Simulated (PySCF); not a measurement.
# What a mistake does to a calculation on CGeH6NO

Calculated results; nothing here was measured. They come from PySCF 2.14.0, an open-source quantum chemistry program, on an isolated molecule that a program drew, which may never have been made. The molecule is CGeH6NO (charge 0, doublet), drawn as the SMILES string `N[CH2][GeH][OH]`.

Each row is a Hartree-Fock (HF) and frozen-core CCSD(T) single point in the cc-pVDZ basis, meant for a local HF minimum. Run 1 is clean. Each other run has one planted mistake out of seven kinds, and not every kind appears here: one electron removed, one electron added, multiplicity raised by two, geometry at a saddle point, minimal basis STO-3G, one bond length entered in bohr, all coordinates scaled. The reference is restricted for singlets and unrestricted otherwise, and also for a bond in bohr. Adding or removing an electron swaps singlet and doublet. Electrons count all cores. HOMO and LUMO are orbital energies over both spins, the gradient is its largest component, and the lowest frequency (negative if imaginary) is given only where the gradient is small. Bond lengths are over the 9 bonds as drawn. T1 is the CCSD diagnostic: over 0.02 (restricted) or 0.045 (unrestricted) a single reference is doubtful. Germanium has the cc-pVDZ-PP basis, with a core potential (ECP10MDF) in place of its 10 inner electrons, and its 3s, 3p and 3d shells are frozen in CCSD(T).

Geometry of the clean run:
```xyz
10
CGeH6NO, angstrom
N    -0.1894    0.9513   -0.3321
C     0.5587   -0.2586   -0.6474
Ge   -0.5578   -1.6323   -1.5695
O    -1.3485   -0.8036   -2.9560
H    -0.6438    1.3037   -1.1584
H    -0.9249    0.7508    0.3249
H     0.9720   -0.6847    0.2687
H     1.4079   -0.0020   -1.2835
H    -1.7599   -2.0316   -0.6866
H    -0.7848   -0.6497   -3.7004
```

```
run  electrons  basis functions  <S^2>  HOMO (eV)  LUMO (eV)  gradient (hartree/bohr)  lowest frequency (cm^-1)  mean bond (Å)  longest bond (Å)      T1  HF (hartree)  CCSD(T) (hartree)                          mistake
  1         59               95  0.757      -8.38       1.30                  4.2e-05                        89         1.3265             1.996  0.0160    -464.03181         -464.67611                         no fault
  2         59               95  0.756      -8.28       1.45                  2.2e-02                         -         1.2986             1.954  0.0154    -464.02737         -464.66619           all coordinates scaled
  3         59               95  0.848      -8.75       1.05                  4.8e-02                         -         1.5238             3.772  0.0298    -463.98905         -464.62540  one bond length entered in bohr
  4         60               95  0.000      -0.41       9.18                  7.6e-02                         -         1.3265             1.996  0.0112    -464.01397         -464.67967                                ?
```

**Which mistake was planted in run 4, and what did it cost?**

It counts 60 electrons, one more than the clean run, at the same geometry and basis. So the mistake is: one electron added. Subtracting run 1 and multiplying by 627.51 kcal/mol a hartree, the energy moved by 11.2 kcal/mol in HF and -2.2 kcal/mol in CCSD(T).

